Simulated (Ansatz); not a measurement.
Reaction (cleavage of the Al–Si bond): `C[SiH]([AlH2])Cl` + `O[Si](O)(O)O` → `O[Si](O)(O)[O][AlH2]` + `C[SiH2]Cl`

Program: Ansatz. Geometries: PBE0-D4/def2-TZVP. ΔE: electronic, gas phase. CCSD(T)/CBS adds triple-zeta CCSD(T) − MP2 to the extrapolated MP2 energy (def2 sets, frozen cores). This one scheme is used for every species. Each species was taken in one conformer, which may not be the lowest.

`C[SiH]([AlH2])Cl`:

Cartesian coordinates in Å:
```
C -0.461 -1.429 0.618
Si -0.521 0.418 0.315
Al 1.337 1.305 -1.042
Cl -2.321 0.849 -0.638
H -0.469 -1.986 -0.321
H 0.450 -1.689 1.166
H -1.322 -1.743 1.212
H -0.596 1.106 1.637
H 1.072 2.023 -2.432
H 2.830 1.147 -0.515
```

`O[Si](O)(O)O`:

Z-matrix (Å, degrees):
```
Si
O 1 1.631
O 1 1.631 2 106.4
O 1 1.631 2 106.4 3 -124.1
O 1 1.631 2 115.9 3 118.0
H 2 0.958 1 116.6 3 -36.8
H 3 0.958 1 116.6 2 160.8
H 4 0.958 1 116.6 2 36.8
H 5 0.958 1 116.6 2 81.2
```

`O[Si](O)(O)[O][AlH2]`:

Cartesian coordinates in Å:
```
O -0.882 1.817 0.009
Si 0.071 0.586 0.501
O -0.674 -0.162 1.746
O 1.499 1.279 0.900
O 0.305 -0.559 -0.607
Al -0.229 -1.841 -1.570
H -0.432 2.574 -0.366
H -1.033 0.405 2.431
H 2.257 0.698 0.972
H 0.878 -2.847 -2.076
H -1.760 -1.951 -1.939
```

`C[SiH2]Cl`:

```xyz
8

C    -0.936   -0.221    0.310
Si    0.781    0.068   -0.336
Cl    1.532    1.818    0.455
H    -1.341   -1.148   -0.107
H    -1.598    0.600    0.032
H    -0.931   -0.308    1.398
H     0.790    0.214   -1.812
H     1.703   -1.024    0.059
```

```csv
species,CCSD(T)/CBS(def2) energy (Eh)
`C[SiH]([AlH2])Cl`,-1032.57284
`O[Si](O)(O)O`,-592.41321
`O[Si](O)(O)[O][AlH2]`,-835.07449
`C[SiH2]Cl`,-789.97638
```

(1) Work out ΔE.

Largest T1 diagnostic among the species: 0.012.

Answers

(1) ΔE = (-835.07449) + (-789.97638) − (-1032.57284) − (-592.41321) = -0.06482 Eh = -170.2 kJ/mol.

Leaving LDA and LC-ωPBE aside and taking each functional with its dispersion term where it has one, the values, not all of them listed here, spread over 34.5 kJ/mol, from BHLYP-D4 to PBE-D4. In def2-TZVPP, CCSD(T) changes the Hartree–Fock value by +18.6 kJ/mol (the triples alone add +2.7 kJ/mol) and MP2 by +9.9 kJ/mol.
